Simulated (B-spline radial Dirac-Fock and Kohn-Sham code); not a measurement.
Radiative decay of the 3p3/2 hole in Sn⁴⁺

System: tin as Sn⁴⁺ in the configuration [Kr] 4d10.

Input of the calculation (task.json; shells as n, l, electrons):

```json
{"items": [{
  "Z": 50,
  "q": 4,
  "cfg": [[1, 0, 2], [2, 0, 2], [2, 1, 6], [3, 0, 2], [3, 1, 6], [3, 2, 10], [4, 0, 2], [4, 1, 6], [4, 2, 10]],
  "A": 120,
  "rrms": 4.6519,
  "do": ["binding", "quiet", "decay"],
  "holes": ["K", "L1", "L2", "L3", "M1", "M2", "M3", "M4", "M5", "N1", "N2", "N3", "N4", "N5"]
}]}
```

Launch: `python xray_run.py task.json out`

Method: independent-particle radiative and Coulomb Auger rates from relativistic LDA hole-state orbitals, with Dirac-Fock energies. Computed with a B-spline atomic structure program.

| line | multipole | energy (eV) | width (meV) | share (%) |
| --- | --- | --- | --- | --- |
| M3-M4 | E1 | 223.6 | 0.0493 | 2.03 |
| M3-M5 | E1 | 232.1 | 0.504 | 20.8 |
| M3-N1 | E1 | 571.9 | 0.465 | 19.2 |
| M3-N4 | E1 | 694.3 | 0.151 | 6.24 |
| Mγ (M3-N5) | E1 | 695.4 | 1.26 | 51.8 |

The listed lines hold 100.0 % of the radiative rate. The radiative width is 0.00243 eV in the length form and 0.00229 eV in the velocity form; the two differ because the transition energies are not eigenvalue differences of the potential that gave the orbitals.
